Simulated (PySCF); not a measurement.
C7H7, SMILES c1c(cccc1)[CH2], multiplicity 2. Atoms are numbered in the order given.

```xyz
14

C      0.0000     0.0000     2.4044
C      0.0000     0.0000     0.9939
C      0.0000    -1.2186     0.2527
C      0.0000    -1.2124    -1.1345
C      0.0000     0.0000    -1.8399
C      0.0000     1.2124    -1.1345
C      0.0000     1.2186     0.2527
H      0.0000    -0.9380     2.9655
H      0.0000     0.9380     2.9655
H      0.0000    -2.1672     0.7979
H      0.0000    -2.1599    -1.6813
H      0.0000     0.0000    -2.9333
H      0.0000     2.1599    -1.6813
H      0.0000     2.1672     0.7979
```
Charge 0, spin multiplicity 2.

The structure is a stationary point at ωB97X-D3(BJ)/def2-SVP.

Computed with PySCF with r2SCAN/def2-TZVP.

ESP charges are fitted to the potential on shells at 1.4 to 2.0 van der Waals radii. Atomic charges (e):

```csv
atom,Löwdin,meta-Löwdin,ESP fit,Mulliken spin
C1,-0.13,-0.25,-0.62,0.88
C2,-0.20,0.02,0.46,-0.30
C3,-0.10,-0.12,-0.31,0.30
C4,-0.15,-0.12,-0.11,-0.20
C5,-0.14,-0.12,-0.16,0.34
C6,-0.15,-0.12,-0.11,-0.20
C7,-0.10,-0.12,-0.31,0.30
H8,0.12,0.12,0.21,-0.05
H9,0.12,0.12,0.21,-0.05
H10,0.15,0.12,0.16,-0.01
H11,0.14,0.12,0.14,0.01
H12,0.14,0.12,0.14,-0.02
H13,0.14,0.12,0.14,0.01
H14,0.15,0.12,0.16,-0.01
```

Give the Mayer and Wiberg (Löwdin basis) orders of the bonds. (An estimate is asked for; the answer gives what the named calculation found.)


```
bond    Mayer  Wiberg
------  -----  ------
C1–C2    1.23    1.59
C2–C3    1.22    1.37
C3–C4    1.48    1.64
C4–C5    1.35    1.55
C5–C6    1.35    1.55
C2–C7    1.22    1.37
C6–C7    1.48    1.64
C1–H8    0.97    0.91
C1–H9    0.97    0.91
C3–H10   0.97    0.82
C4–H11   0.96    0.83
C5–H12   0.96    0.83
C6–H13   0.96    0.83
C7–H14   0.97    0.82
```
